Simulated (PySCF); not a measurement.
**C₆ coefficients of unlike pairs at UHF**

Calculated with PySCF 2.14 from the dipole response of each species, C₆(A,B) = (3/π) ∫ α_A(iu) α_B(iu) du, in atomic units, from isotropic polarisabilities. For ions this is the dispersion term alone; charge-induced terms of lower order in 1/R come first.

```csv
species,configuration,basis,relativity,α (bohr³),C₆ (like pair)
Ba⁺,[Xe] 6s1 (2S),def2-TZVPPD with the def2 core potential (46 electrons) (6s4p3d1f),core potential,163.5,1967
P⁻,[Ne] 3s2 3p4 (3P),"aug-cc-pCVTZ-DK with one added diffuse shell each of s, p, d, f type (9s8p6d4f)",spin-free X2C,112.1,1208
Cl⁺,[Ne] 3s2 3p4 (3P),aug-cc-pVDZ-DK (5s4p2d),spin-free X2C,8.426,40.77
In³⁺,[Kr] 4d10 (1S),aug-cc-pVQZ-PP with ECP28MDF (7s7p5d3f2g),core potential,2.752,9.393
```

Question: Estimate C₆ for Cl⁺ with P⁻.

Answer: The integral gives 178.9. The combination rule 2 C_A C_B / (C_A α_B/α_A + C_B α_A/α_B) gives 155.5 and the geometric mean 221.9.

No spin-orbit coupling is included.

The other pairs:

```csv
pair,C₆
"In³⁺, P⁻",67.05
"P⁻, Ba⁺",1514
"Cl⁺, Ba⁺",204.2
"In³⁺, Cl⁺",18.13
"In³⁺, Ba⁺",76.62
```
